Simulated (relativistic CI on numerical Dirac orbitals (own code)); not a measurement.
# Sr: computed level list

Calculated at this level of theory: Dirac-Coulomb-Breit CI, orbitals from a KLI potential per configuration, a model potential for QED, valence Slater integrals scaled by 0.85, configuration energies shifted to the measured levels that pair with them (semi-empirical) (own radial code, finite nucleus).

Configuration list (outside the closed core [Kr]): 5s2, 5s 5p, 5s 4d, 5s 6s, 4d 5p, 5s 5d, 5p2, 4d2, 5s 6p, 5s 7s, 5s 4f, 5s 7p, 5s 6d, 5s 5f, 5s 5g, 5s 7d, 5d2, 4d 5d, 5s 6f, 5p 5d, 4d 6s. Levels of other configurations are missing.

| No. | Configuration | Term | J | E (cm⁻¹) | % | Next component (%) | Landé g | jj configuration (%) |
| --- | --- | --- | --- | --- | --- | --- | --- | --- |
| 1 | 5s2 | 1S | 0 | 0.0 | 95 | 5 5p2 1S |  | closed (95) |
| 2 | 5s 5p | 3P° | 0 | 14326.7 | 97 | 2 4d 5p 3P° |  | 5s 5p1/2 (97) |
| 3 | 5s 5p | 3P° | 1 | 14491.0 | 97 | 2 4d 5p 3P° | 1.501 | 5s 5p1/2 (67) |
| 4 | 5s 5p | 3P° | 2 | 14830.5 | 97 | 2 4d 5p 3P° | 1.501 | 5s 5p3/2 (97) |
| 5 | 5s 4d | 3D | 1 | 18177.6 | 100 |  | 0.499 | 5s 4d3/2 (100) |
| 6 | 5s 4d | 3D | 2 | 18196.0 | 100 |  | 1.167 | 5s 4d3/2 (61) |
| 7 | 5s 4d | 3D | 3 | 18225.1 | 100 |  | 1.334 | 5s 4d5/2 (100) |
| 8 | 5s 4d | 1D | 2 | 20295.2 | 86 | 12 5p2 1D | 1.000 | 5s 4d5/2 (53) |
| 9 | 5s 5p | 1P° | 1 | 21972.3 | 79 | 18 4d 5p 1P° | 1.000 | 5s 5p3/2 (55) |
| 10 | 5s 6s | 3S | 1 | 29099.0 | 100 |  | 2.002 | 5s 6s (100) |
| 11 | 5s 6s | 1S | 0 | 30528.2 | 96 | 2 5p2 1S |  | 5s 6s (96) |
| 12 | 4d 5p | 3F° | 2 | 32966.6 | 75 | 24 1D° | 0.748 | 4d3/2 5p1/2 (95) |
| 13 | 4d 5p | 3F° | 3 | 33213.5 | 99 |  | 1.084 | 4d3/2 5p3/2 (52) |
| 14 | 4d 5p | 1D° | 2 | 33300.0 | 75 | 24 3F° | 0.919 | 4d5/2 5p3/2 (45) |
| 15 | 4d 5p | 3F° | 4 | 33438.4 | 99 |  | 1.251 | 4d5/2 5p3/2 (99) |
| 16 | 5s 5d | 1D | 2 | 34653.3 | 87 | 5 5p2 1D | 1.001 | 5s 5d5/2 (50) |
| 17 | 5s 6p‡ | 3P° | 0 | 34661.2 | 92 | 6 4d 5p 3P° |  | 5s 6p1/2 (92) |
| 18 | 5s 6p‡ | 3P° | 1 | 34682.6 | 90 | 7 4d 5p 3P° | 1.496 | 5s 6p1/2 (69) |
| 19 | 5s 6p‡ | 3P° | 2 | 34741.2 | 91 | 7 4d 5p 3P° | 1.501 | 5s 6p3/2 (91) |
| 20 | 5s 5d | 3D | 1 | 35003.6 | 99 |  | 0.500 | 5s 5d3/2 (99) |
| 21 | 5s 5d | 3D | 2 | 35021.3 | 99 |  | 1.167 | 5s 5d3/2 (57) |
| 22 | 5s 5d | 3D | 3 | 35048.5 | 100 |  | 1.334 | 5s 5d5/2 (100) |
| 23 | 5s 6p‡ | 1P° | 1 | 35189.4 | 86 | 12 4d 5p 1P° | 1.004 | 5s 6p3/2 (67) |
| 24 | 5p2 | 3P | 0 | 35223.9 | 67 | 31 4d2 3P |  | 5p1/2^2 (51) |
| 25 | 5p2 | 3P | 1 | 35386.1 | 67 | 32 4d2 3P | 1.500 | 5p1/2 5p3/2 (67) |
| 26 | 5p2 | 3P | 2 | 35633.1 | 66 | 33 4d2 3P | 1.498 | 5p3/2^2 (42) |
| 27 | 4d 5p | 3D° | 1 | 36348.9 | 99 | 1 5p 5d 3D° | 0.501 | 4d3/2 5p1/2 (49) |
| 28 | 4d 5p | 3D° | 2 | 36414.0 | 99 | 1 5p 5d 3D° | 1.167 | 4d3/2 5p3/2 (52) |
| 29 | 4d 5p | 3D° | 3 | 36523.1 | 99 | 1 5p 5d 3D° | 1.334 | 4d5/2 5p3/2 (70) |
| 30 | 4d2‡ | 1S | 0 | 37457.8 | 37 | 33 5p2 1S |  | 4d5/2^2 (27) |
| 31 | 4d2‡ | 1D | 2 | 37473.7 | 54 | 30 5p2 1D | 1.002 | 4d5/2^2 (29) |
| 32 | 4d 5p | 3P° | 2 | 37680.1 | 89 | 8 5s 6p 3P° | 1.500 | 4d5/2 5p3/2 (41) |
| 33 | 4d 5p | 3P° | 1 | 37696.5 | 90 | 8 5s 6p 3P° | 1.500 | 4d3/2 5p3/2 (50) |
| 34 | 4d 5p | 3P° | 0 | 37703.2 | 90 | 7 5s 6p 3P° |  | 4d3/2 5p3/2 (90) |
| 35 | 5s 7s‡ | 3S | 1 | 38732.3 | 100 |  | 2.002 | 5s 7s (100) |
| 36 | 4d2‡ | 3F | 2 | 38997.2 | 99 | 1 4d 5d 3F | 0.666 | 4d3/2^2 (67) |
| 37 | 4d2‡ | 3F | 3 | 39004.5 | 99 | 1 4d 5d 3F | 1.083 | 4d3/2 4d5/2 (99) |
| 38 | 4d2‡ | 3F | 4 | 39017.4 | 99 | 1 4d 5d 3F | 1.251 | 4d5/2^2 (79) |
| 39 | 5s 7s‡ | 1S | 0 | 39929.7 | 76 | 11 4d2 1S |  | 5s 7s (76) |
| 40 | 5s 4f‡ | 1F° | 3 | 39957.1 | 72 | 25 4d 5p 1F° | 1.000 | 5s 4f7/2 (42) |
| 41 | 5s 7p‡ | 1P° | 1 | 40518.5 | 92 | 6 4d 5p 1P° | 1.002 | 5s 7p3/2 (55) |
| 42 | 5s 4f‡ | 3F° | 2 | 40646.0 | 99 | 1 5p 5d 3F° | 0.666 | 5s 4f5/2 (99) |
| 43 | 5s 4f‡ | 3F° | 3 | 40648.4 | 99 | 1 5p 5d 3F° | 1.084 | 5s 4f5/2 (58) |
| 44 | 5s 4f‡ | 3F° | 4 | 40651.4 | 99 | 1 5p 5d 3F° | 1.251 | 5s 4f7/2 (99) |
| 45 | 5s 7p‡ | 3P° | 0 | 40684.1 | 98 | 1 4d 5p 3P° |  | 5s 7p1/2 (98) |
| 46 | 5s 7p‡ | 3P° | 1 | 40698.4 | 98 | 1 4d 5p 3P° | 1.499 | 5s 7p1/2 (59) |
| 47 | 5s 7p‡ | 3P° | 2 | 40724.4 | 99 | 1 4d 5p 3P° | 1.501 | 5s 7p3/2 (99) |
| 48 | 5s 6d‡ | 1D | 2 | 41116.3 | 91 | 4 4d2 1D | 1.003 | 5s 6d3/2 (49) |
| 49 | 5s 6d‡ | 3D | 1 | 41168.2 | 100 |  | 0.499 | 5s 6d3/2 (100) |
| 50 | 5s 6d‡ | 3D | 2 | 41175.5 | 98 | 2 1D | 1.164 | 5s 6d5/2 (52) |
| 51 | 5s 6d‡ | 3D | 3 | 41183.9 | 100 |  | 1.334 | 5s 6d5/2 (100) |
| 52 | 4d 5p | 1F° | 3 | 42258.3 | 48 | 26 5s 4f 1F° | 1.000 | 4d3/2 5p3/2 (19) |
| 53 | 4d2‡ | 1G | 4 | 43205.0 | 96 | 2 5s 5g 1G | 1.000 | 4d3/2 4d5/2 (77) |
| 54 | 5s 7d‡ | 1D | 2 | 43466.4 | 93 | 4 4d 6s 1D | 1.000 | 5s 7d5/2 (53) |
| 55 | 5s 7d‡ | 3D | 1 | 43595.1 | 99 | 1 4d 6s 3D | 0.499 | 5s 7d3/2 (99) |
| 56 | 5s 7d‡ | 3D | 2 | 43598.7 | 99 | 1 4d 6s 3D | 1.167 | 5s 7d3/2 (56) |
| 57 | 5s 7d‡ | 3D | 3 | 43603.8 | 99 | 1 4d 6s 3D | 1.334 | 5s 7d5/2 (99) |
| 58 | 5s 5f‡ | 3F° | 2 | 43814.4 | 99 |  | 0.666 | 5s 5f5/2 (99) |
| 59 | 5s 5f‡ | 3F° | 3 | 43815.7 | 99 |  | 1.084 | 5s 5f5/2 (57) |
| 60 | 5s 5f‡ | 3F° | 4 | 43817.3 | 99 |  | 1.251 | 5s 5f7/2 (99) |
| 61 | 5s 5g‡ | 3G | 3 | 43841.4 | 100 |  | 0.749 | 5s 5g7/2 (100) |
| 62 | 5s 5g‡ | 3G | 4 | 43841.4 | 100 |  | 1.050 | 5s 5g7/2 (57) |
| 63 | 5s 5g‡ | 3G | 5 | 43841.4 | 100 |  | 1.200 | 5s 5g9/2 (100) |
| 64 | 5s 5g‡ | 1G | 4 | 43857.8 | 98 | 2 4d2 1G | 1.000 | 5s 5g9/2 (55) |
| 65 | 5s 5f‡ | 1F° | 3 | 44261.7 | 74 | 13 4d 5p 1F° | 1.000 | 5s 5f7/2 (43) |
| 66 | 4d 6s‡ | 3D | 1 | 45130.3 | 98 | 1 5s 7d 3D | 0.499 | 4d3/2 6s (98) |
| 67 | 5s 6f‡ | 3F° | 2 | 45179.4 | 100 |  | 0.666 | 5s 6f5/2 (100) |
| 68 | 5s 6f‡ | 3F° | 3 | 45180.1 | 100 |  | 1.084 | 5s 6f5/2 (57) |
| 69 | 5s 6f‡ | 3F° | 4 | 45181.0 | 100 |  | 1.251 | 5s 6f7/2 (100) |
| 70 | 4d 6s‡ | 3D | 2 | 45191.4 | 97 | 1 5s 7d 3D | 1.166 | 4d3/2 6s (66) |

Energies count from the lowest computed level; ° marks odd parity. Filled j subshells are mostly left out of the jj labels. ‡ marks configurations that were not tied to measured data.

The mean weight of the leading LS term, summed over parents, in these 70 levels is 92 %, and that of the leading jj configuration (from the same eigenvectors) 74 %, so LS coupling describes them better.

Configurations whose levels could be paired with our table of measured levels were shifted onto them, all but the ground configuration, by the median error of their levels; single terms can still be off by 1,000 to 2,000 cm⁻¹ or more, and rates follow the energies as ν³ (E1, M1) or ν⁵ (E2). The others borrow a shift and can be off by several thousand cm⁻¹ or more. The fine structure of a lone outer electron comes out too small, for d and f at times inverted, and misplaced configurations move strength between like terms. 27 of the 27 excited levels that our extract of the measured tables holds in this range could be paired (the sources list more); they are missed by 145 cm⁻¹ on average and 527 at most, after the shifts were fitted to these levels, and levels without a partner can miss by more.

LS names give the leading component of a level, which can be under half, so a name can repeat, a term be missing and a line seem to break the LS rules.
